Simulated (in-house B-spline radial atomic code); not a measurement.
Configurations of Xe7+, with energies counted from [Kr] 4d10 5s1. Method: Dirac-Hartree-Fock, average of configuration, Fermi nucleus of rms radius 4.7859 fm. Calculated with a radial B-spline atomic code at the basis-set limit. Energies include first-order Breit, QED and recoil terms.

Occupations are held fixed; configurations that lie above the ionisation limit could autoionise.

```csv
configuration,E - E(ref) (eV),highest orbital,its <r> (bohr)
[Kr] 4d10 4f1,32.659,4f7/2,1.289
[Kr] 4d10 5g1,69.172,5g7/2,3.394
[Kr] 4d10 7p1,71.971,7p3/2,5.021
[Kr] 4d10 8s1,79.631,8s1/2,6.683
[Kr] 4d9 4f1 5s1,85.82,4f7/2,1.204
[Kr] 4d10 8f1,88.545,8f7/2,9.686
[Kr] 4d10 9d1,89.472,9d5/2,10.79
[Kr] 4d9 5s1 6f1,132.18,6f7/2,4.746
[Kr] 4d9 5s1 7f1,140.69,7f7/2,6.974
[Ar] 3d10 4s2 4p5 4d10 5s1 7d1,228.66,7d5/2,5.68
[Ar] 3d10 4s2 4p5 4d10 5s1 7g1,237.96,7g7/2,7.788
[Ar] 3d9 4s2 4p6 4d10 5s1 7f1,758.58,7f7/2,6.913
```

(1) Order these further configurations by energy, lowest first.
A. [Kr] 4d10 9f1
B. [Ar] 3d9 4s2 4p6 4d10 5s1 5p1
C. [Ar] 3d10 4s2 4p5 4d10 5s1 8d1
D. [Ar] 3d9 4s2 4p6 4d10 5s1 7p1
E. [Ar] 3d9 4s2 4p6 4d10 5s1 8f1

(2) How far above the reference does [Ar] 3d10 4s2 4p5 4d10 5s1 6g1 lie?

(3) How far above the reference does [Kr] 4d10 6d1 lie?

(4) How far above the reference does [Kr] 4d10 9s1 lie?

(5) One of these lies 241.1 eV from the reference. Which?
A. [Kr] 4d10 6s1
B. [Kr] 4d10 5f1
C. [Ar] 3d10 4s2 4p5 4d10 5s1 9d1
D. [Ar] 3d9 4s2 4p6 4d10 5s1 6p1

Results:

(1) A (92.016 eV), C (236.32 eV), B (687.28 eV), D (747.16 eV), E (763.95 eV).

(2) 231.47 eV; its least bound orbital is 6g7/2 with <r> = 5.381 bohr.

(3) 64.156 eV; its least bound orbital is 6d5/2 with <r> = 3.784 bohr.

(4) 86.201 eV; its least bound orbital is 9s1/2 with <r> = 9.11 bohr.

(5) C.
